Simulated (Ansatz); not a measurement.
`C[O][Ti]([OH])([F])[O][SiH3]`. Charge 0, multiplicity 1. The geometry is a stationary point of PBE0-D4/def2-TZVP. It is one conformer, not always the lowest.

```xyz
14

C     0.299    2.500    0.666
O     0.890    1.366    0.115
Ti    1.021   -0.210   -0.646
O     2.260   -1.195    0.197
F     1.474   -0.006   -2.348
O    -0.566   -1.036   -0.555
Si   -1.864   -1.991   -0.269
H     0.808    2.769    1.596
H    -0.758    2.316    0.883
H     0.377    3.339   -0.032
H     2.848   -1.018    0.932
H    -2.478   -2.398   -1.559
H    -1.448   -3.201    0.486
H    -2.863   -1.236    0.533
```

**Question.** What is the dipole moment at B3LYP/def2-TZVPP? (Estimate.)

**Answer.** The calculation gave: 3.51 D, with components (-0.39, 1.76, 3.02) D in this frame, pointing from negative to positive charge.

**Question.** And with PBE, r2SCAN, ωB97M-V? (An estimate is asked.)

**Answer.** Ansatz gave: PBE 3.44 D, r2SCAN 3.48 D, ωB97M-V 3.45 D.

**Question.** Give the Mulliken charges with B3LYP, PBE, r2SCAN in def2-TZVPP. (Best estimate.)

**Answer.** Ansatz gave: 
```json
{"atom": "C1", "B3LYP": "-0.12", "PBE": "-0.14", "r2SCAN": "0.01"}
{"atom": "O2", "B3LYP": "-0.48", "PBE": "-0.39", "r2SCAN": "-0.46"}
{"atom": "Ti3", "B3LYP": "1.29", "PBE": "1.09", "r2SCAN": "1.27"}
{"atom": "O4", "B3LYP": "-0.45", "PBE": "-0.41", "r2SCAN": "-0.46"}
{"atom": "F5", "B3LYP": "-0.39", "PBE": "-0.34", "r2SCAN": "-0.38"}
{"atom": "O6", "B3LYP": "-0.52", "PBE": "-0.44", "r2SCAN": "-0.54"}
{"atom": "Si7", "B3LYP": "0.36", "PBE": "0.29", "r2SCAN": "0.40"}
{"atom": "H8", "B3LYP": "0.11", "PBE": "0.10", "r2SCAN": "0.06"}
{"atom": "H9", "B3LYP": "0.11", "PBE": "0.11", "r2SCAN": "0.06"}
{"atom": "H10", "B3LYP": "0.11", "PBE": "0.11", "r2SCAN": "0.07"}
{"atom": "H11", "B3LYP": "0.19", "PBE": "0.19", "r2SCAN": "0.21"}
{"atom": "H12", "B3LYP": "-0.07", "PBE": "-0.06", "r2SCAN": "-0.07"}
{"atom": "H13", "B3LYP": "-0.07", "PBE": "-0.06", "r2SCAN": "-0.07"}
{"atom": "H14", "B3LYP": "-0.08", "PBE": "-0.07", "r2SCAN": "-0.08"}
```

B3LYP here is the variant with VWN-RPA as its local correlation; programs differ in this.
